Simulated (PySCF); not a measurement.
HMnO, neutral, multiplicity 7. Atoms are numbered in the order given.

```xyz
3

Mn     0.0000     0.0000     0.5116
O      0.0000     0.0000    -1.3150
H      0.0000     0.0000    -2.2698
```
Charge 0, spin multiplicity 7.

Geometry: B3LYP-D3(BJ)/def2-TZVP. The geometry has at least one imaginary mode, so it is a saddle point at that level. The multiplicity is an assumed one; other spin states were not compared.

Computed with ωB97X/def2-TZVPD in PySCF.

Gas-phase values at a fixed geometry.

Problem. Estimate the frontier levels, dipole moment and polarisability. (The exact figures need the calculation; the answer reports its results.)

Solution. 
```yaml
"α spin, highest occupied and lowest empty level": -7.12 and 0.92 eV
"β spin, highest occupied and lowest empty level": -10.83 and 0.75 eV
dipole_moment: 0.11 D
mean_static_polarisability: 57.4 bohr³ (8.50 Å³)
polarisability_principal_values: 55.4, 58.3, 58.3 bohr³
"⟨S²⟩": 12.002 (pure state 12.00)
```
